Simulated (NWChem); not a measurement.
Everything below was run with NWChem. System: H2ClNSi, charge 0, spin multiplicity 1, at a geometry optimised with PBE/def2-SVP. The structure started from a generated list of species. Level: RHF/def2-SVP.

NWChem printed:

```
             Northwest Computational Chemistry Package (NWChem) 7.3.0
             --------------------------------------------------------

                                NWChem Input Module
                                -------------------

 Scaling coordinates for geometry "geometry" by  1.889725989
 (inverse scale =  0.529177249)

 Turning off AUTOSYM since
 SYMMETRY directive was detected!

                             Geometry "geometry" -> ""
                             -------------------------

 Output coordinates in angstroms (scale by  1.889725989 to convert to a.u.)

  No.       Tag          Charge          X              Y              Z
 ---- ---------------- ---------- -------------- -------------- --------------
    1 Si                  14.0000     0.30253100     0.89567600     0.00000000
    2 Cl                  17.0000    -1.19831700    -0.62450600     0.00000000
    3 N                    7.0000     1.68879000    -0.14191500     0.00000000
    4 H                    1.0000     1.67383300    -1.16815200     0.00000000
    5 H                    1.0000     2.64058100     0.23868600     0.00000000

 Effective nuclear repulsion energy (a.u.)     129.3556289526

            Nuclear Dipole moment (a.u.)
            ----------------------------
        X                 Y               Z
 ---------------- ---------------- ----------------
    -0.0000207870    -0.0000170075     0.0000000000

      Symmetry information
      --------------------

 Group name             Cs
 Group number              2
 Group order               2
 No. of unique centers     5

      Symmetry unique atoms

     1    2    3    4    5


 Summary of "ao basis" -> "" (spherical)
 ------------------------------------------------------------------------------
       Tag                 Description            Shells   Functions and Types
 ---------------- ------------------------------  ------  ---------------------
 *                          def2-svp                  on all atoms

 Summary of "ao basis" -> "ao basis" (spherical)
 ------------------------------------------------------------------------------
       Tag                 Description            Shells   Functions and Types
 ---------------- ------------------------------  ------  ---------------------
 Si                         def2-svp                 8       18   4s3p1d
 Cl                         def2-svp                 8       18   4s3p1d
 N                          def2-svp                 6       14   3s2p1d
 H                          def2-svp                 3        5   2s1p

                                 NWChem SCF Module
                                 -----------------

  ao basis        = "ao basis"
  functions       =    60
  atoms           =     5
  closed shells   =    20
  open shells     =     0
  charge          =   0.00
  wavefunction    = RHF
  use symmetry    = T
  symmetry adapt  = T

 Summary of "ao basis" -> "ao basis" (spherical)
 ------------------------------------------------------------------------------
       Tag                 Description            Shells   Functions and Types
 ---------------- ------------------------------  ------  ---------------------
 Si                         def2-svp                 8       18   4s3p1d
 Cl                         def2-svp                 8       18   4s3p1d
 N                          def2-svp                 6       14   3s2p1d
 H                          def2-svp                 3        5   2s1p

      Symmetry analysis of basis
      --------------------------

        a'         44
        a"         16

 Forming initial guess at       0.0s

      Superposition of Atomic Density Guess
      -------------------------------------

 Sum of atomic energies:        -803.30480314

      Non-variational initial energy
      ------------------------------

 Total energy =    -804.011607
 1-e energy   =   -1367.589200
 2-e energy   =     434.221964
 HOMO         =      -0.265420
 LUMO         =      -0.015436

      Symmetry analysis of molecular orbitals - initial
      -------------------------------------------------

  Numbering of irreducible representations:

     1 a'          2 a"

  Orbital symmetries:

     1 a'          2 a'          3 a'          4 a'          5 a'
     6 a'          7 a"          8 a'          9 a'         10 a'
    11 a"         12 a'         13 a'         14 a'         15 a'
    16 a'         17 a"         18 a'         19 a"         20 a'
    21 a"         22 a'         23 a'         24 a'         25 a'
    26 a'         27 a'         28 a'         29 a"         30 a"

 Starting SCF solution at       0.2s

 ----------------------------------------------
         Quadratically convergent ROHF

 Convergence threshold     :          1.000E-07
 Maximum no. of iterations :          100
 Final Fock-matrix accuracy:          1.000E-09
 ----------------------------------------------

              iter       energy          gnorm     gmax       time
             ----- ------------------- --------- --------- --------
                 1     -803.7768710771  7.39D-01  2.02D-01      0.2
                 2     -803.8141532500  2.08D-01  4.88D-02      0.2
                 3     -803.8192927995  1.64D-02  5.01D-03      0.2
                 4     -803.8193387047  1.72D-04  6.37D-05      0.2
                 5     -803.8193387100  2.90D-08  8.25D-09      0.3

       Final RHF  results
       ------------------

         Total SCF energy =   -803.819338710012
      One-electron energy =  -1369.416041776414
      Two-electron energy =    436.241074113757
 Nuclear repulsion energy =    129.355628952644

        Time for solution =      0.1s

       Symmetry analysis of molecular orbitals - final
       -----------------------------------------------

  Numbering of irreducible representations:

     1 a'          2 a"

  Orbital symmetries:

     1 a'          2 a'          3 a'          4 a'          5 a'
     6 a"          7 a'          8 a'          9 a'         10 a"
    11 a'         12 a'         13 a'         14 a'         15 a'
    16 a'         17 a"         18 a'         19 a"         20 a'
    21 a"         22 a'         23 a'         24 a'         25 a'
    26 a'         27 a'         28 a"         29 a'         30 a"

             Final eigenvalues
             -----------------

              1
    1 -104.7640
    2  -68.8053
    3  -15.5720
    4  -10.5278
    5   -8.0021
    6   -8.0000
    7   -7.9998
    8   -6.1704
    9   -4.2766
   10   -4.2764
   11   -4.2748
   12   -1.1390
   13   -1.0614
   14   -0.6896
   15   -0.6750
   16   -0.5327
   17   -0.4698
   18   -0.4507
   19   -0.4264
   20   -0.3533
   21    0.0638
   22    0.1408
   23    0.1841
   24    0.2386
   25    0.2538
   26    0.2976
   27    0.5285
   28    0.5699
   29    0.5721
   30    0.6285

                       ROHF Final Molecular Orbital Analysis
                       -------------------------------------

 Vector   18  Occ=2.000000D+00  E=-4.507231D-01  Symmetry=a'
              MO Center= -1.1D+00, -4.9D-01, -1.3D-15, r^2= 1.6D+00
   Bfn.  Coefficient  Atom+Function         Bfn.  Coefficient  Atom+Function
  ----- ------------  ---------------      ----- ------------  ---------------
    29      0.556838  2 Cl px                26      0.389170  2 Cl px
    30     -0.309940  2 Cl py                23      0.227179  2 Cl px
    27     -0.216526  2 Cl py

 Vector   19  Occ=2.000000D+00  E=-4.263597D-01  Symmetry=a"
              MO Center=  5.3D-01, -2.9D-01,  1.2D-15, r^2= 3.0D+00
   Bfn.  Coefficient  Atom+Function         Bfn.  Coefficient  Atom+Function
  ----- ------------  ---------------      ----- ------------  ---------------
    31      0.435818  2 Cl pz                42      0.434613  3 N  pz
    45     -0.405492  3 N  pz                28      0.291040  2 Cl pz
    25      0.170790  2 Cl pz

 Vector   20  Occ=2.000000D+00  E=-3.532718D-01  Symmetry=a'
              MO Center=  7.2D-02,  1.0D+00, -2.1D-15, r^2= 2.8D+00
   Bfn.  Coefficient  Atom+Function         Bfn.  Coefficient  Atom+Function
  ----- ------------  ---------------      ----- ------------  ---------------
     3      0.456992  1 Si s                  4      0.420940  1 Si s
    30     -0.348693  2 Cl py                12      0.286663  1 Si py
     9      0.275659  1 Si py                 2      0.269322  1 Si s
    27     -0.221029  2 Cl py                39     -0.174184  3 N  s

 Vector   21  Occ=0.000000D+00  E= 6.381812D-02  Symmetry=a"
              MO Center=  2.9D-01,  8.6D-01,  5.2D-15, r^2= 3.1D+00
   Bfn.  Coefficient  Atom+Function         Bfn.  Coefficient  Atom+Function
  ----- ------------  ---------------      ----- ------------  ---------------
    13      0.848603  1 Si pz                45     -0.323136  3 N  pz
    10      0.297901  1 Si pz                31     -0.257974  2 Cl pz
    42      0.203945  3 N  pz                 7     -0.179292  1 Si pz

 Vector   22  Occ=0.000000D+00  E= 1.408275D-01  Symmetry=a'
              MO Center=  8.2D-01,  7.8D-01, -5.6D-15, r^2= 4.7D+00
   Bfn.  Coefficient  Atom+Function         Bfn.  Coefficient  Atom+Function
  ----- ------------  ---------------      ----- ------------  ---------------
    39     -1.095239  3 N  s                 11      1.032974  1 Si px
    52      0.503487  4 H  s                 57      0.424948  5 H  s
    30      0.388637  2 Cl py                22      0.383359  2 Cl s
     8      0.198769  1 Si px                 3     -0.182489  1 Si s
    12      0.156814  1 Si py

 Vector   23  Occ=0.000000D+00  E= 1.840882D-01  Symmetry=a'
              MO Center=  1.4D+00,  1.5D-01,  2.0D-15, r^2= 5.3D+00
   Bfn.  Coefficient  Atom+Function         Bfn.  Coefficient  Atom+Function
  ----- ------------  ---------------      ----- ------------  ---------------
    39      1.248612  3 N  s                 57     -1.058437  5 H  s
    12      0.790685  1 Si py                 4     -0.564312  1 Si s
    22      0.544718  2 Cl s                 52     -0.456123  4 H  s
    11      0.413672  1 Si px                29      0.405584  2 Cl px
    30      0.294935  2 Cl py                43      0.188147  3 N  px

 center of mass
 --------------
 x =  -0.13026927 y =   0.00708423 z =   0.00000000

 moments of inertia (a.u.)
 ------------------
         134.971206119954        -103.843093500937           0.000000000000
        -103.843093500937         364.916799525005           0.000000000000
           0.000000000000           0.000000000000         499.888005644959

  Mulliken analysis of the total density
  --------------------------------------

    Atom       Charge   Shell Charges
 -----------   ------   -------------------------------------------------------
    1 Si  14    13.38   2.00  1.99  1.19  0.52  5.94  0.85  0.67  0.21
    2 Cl  17    17.42   2.00  1.99  1.19  0.77  5.94  2.08  3.42  0.02
    3 N    7     7.54   1.99  0.95  0.51  2.38  1.70  0.01
    4 H    1     0.83   0.68  0.10  0.05
    5 H    1     0.83   0.69  0.09  0.05

       Multipole analysis of the density wrt the origin
       ------------------------------------------------

     L   x y z        total         open         nuclear
     -   - - -        -----         ----         -------
     0   0 0 0     -0.000000      0.000000     40.000000

     1   1 0 0      1.136142      0.000000     -0.000021
     1   0 1 0      0.008291      0.000000     -0.000017
     1   0 0 1     -0.000000      0.000000      0.000000

     2   2 0 0    -21.522499      0.000000    197.948374
     2   1 1 0     -0.918747      0.000000     48.255639
     2   1 0 1      0.000000      0.000000      0.000000
     2   0 2 0    -24.843520      0.000000     69.364202
     2   0 1 1     -0.000000      0.000000      0.000000
     2   0 0 2    -23.407078      0.000000      0.000000

 Task  times  cpu:        0.3s     wall:        0.3s

 Total times  cpu:        0.3s     wall:        0.3s
```

Question: Write an NWChem input that would produce this output.

Answer: One answer among several that fit: 
```
start mol
memory heap 200 mb stack 900 mb global 1100 mb
geometry units angstroms nocenter noautoz
  Si     0.302531     0.895676     0.000000
  Cl    -1.198317    -0.624506     0.000000
  N      1.688790    -0.141915     0.000000
  H      1.673833    -1.168152     0.000000
  H      2.640581     0.238686     0.000000
  symmetry group Cs
end
basis spherical
  * library def2-svp
end
scf
  rhf
  nopen 0
  maxiter 100
  thresh 1e-7
  semidirect memsize 60000000 filesize 0
end
task scf energy
```
